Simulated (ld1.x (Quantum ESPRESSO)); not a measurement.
**Scattering properties, TM potential for In**

```
Element                 : indium (In)
Generator               : ld1.x (Quantum ESPRESSO) 7.5
Type                    : norm-conserving Troullier–Martins (Kleinman–Bylander form)
Functional              : LDA (PZ)
Relativity              : fully relativistic
Frozen core             : [Kr]
Valence charge          : 13
Reference configuration : 4d10 5s2 5p1
Partial waves           : 5s (bound): rc 2.10 bohr; 5p (bound): rc 1.95 bohr; 4f channel at -0.2 Ry: rc 1.80 bohr; 4d (bound): rc 1.20 bohr
Local potential         : the d channel
Core correction         : none
```

Open shells are filled in proportion to 2j + 1 (rel_dist='average').

The phase is arctan(r·u′/u) with u = r·R(r), unwrapped; energies in Ry, scanned from -3 to 5 Ry. A pole is an energy at which the radial function vanishes at the test radius. The pseudo phase is shifted by a multiple of π to meet the all-electron one at the reference energy, and phase errors are pseudo minus all-electron; the curves can meet again beyond the range given. Levels narrower than the energy grid can be missing from the lists of poles.

For each channel, where are the poles, and over which energies does the pseudopotential scatter like the atom?

| channel | radius (bohr) | reference energy (Ry) | poles, all-electron | poles, pseudo | unbroken range about the reference energy with phases within 0.05 rad | phase error 1 Ry above the reference energy (rad) |
| --- | --- | --- | --- | --- | --- | --- |
| s | 2.29 | -0.62 | 2.29 | 1.93 | below 2.5 | -0.010 |
| p1/2 | 2.29 | -0.21 | 3.64 | 3.40 | the whole range | -0.004 |
| p3/2 | 2.29 | -0.19 | 3.94 | 3.59 | below 4.8 | -0.006 |
| d3/2 | 2.29 | -1.41 | -1.17 | -1.12 | not even at the reference energy | +0.009 |
| d5/2 | 2.29 | -1.35 | -1.09 | -1.12 | not even at the reference energy | -0.006 |
| f5/2 | 2.29 | -0.20 | 3.62 | 3.77 | below 4.4 | +0.000 |
| f7/2 | 2.29 | -0.20 | 3.63 | 3.77 | below 4.4 | +0.000 |

Note: ghost states, extra bound levels that the all-electron valence spectrum of the same l lacks: s at -180.1 eV, p3/2 at -46.9 eV, p1/2 at -46.4 eV. A true bound ghost makes a file unfit for plane-wave use. The potential misses its own reference levels by up to 0.5 eV.

Phases in the s channel:

| E (Ry) | all-electron | pseudo |
| --- | --- | --- |
| -3.00 | 1.226 | 1.222 |
| -2.52 | 1.167 | 1.163 |
| -2.04 | 1.073 | 1.068 |
| -1.56 | 0.900 | 0.895 |
| -1.08 | 0.518 | 0.515 |
| -0.60 | -0.274 | -0.274 |
| -0.12 | -0.946 | -0.951 |
| 0.36 | -1.242 | -1.252 |
| 0.84 | -1.386 | -1.400 |
| 1.32 | -1.470 | -1.490 |
| 1.80 | -1.527 | -1.555 |
| 2.28 | -1.570 | -1.611 |
| 2.76 | -1.606 | -1.669 |
| 3.24 | -1.638 | -1.746 |
| 3.72 | -1.668 | -1.893 |
| 4.20 | -1.700 | -2.466 |
| 4.68 | -1.736 | -4.126 |
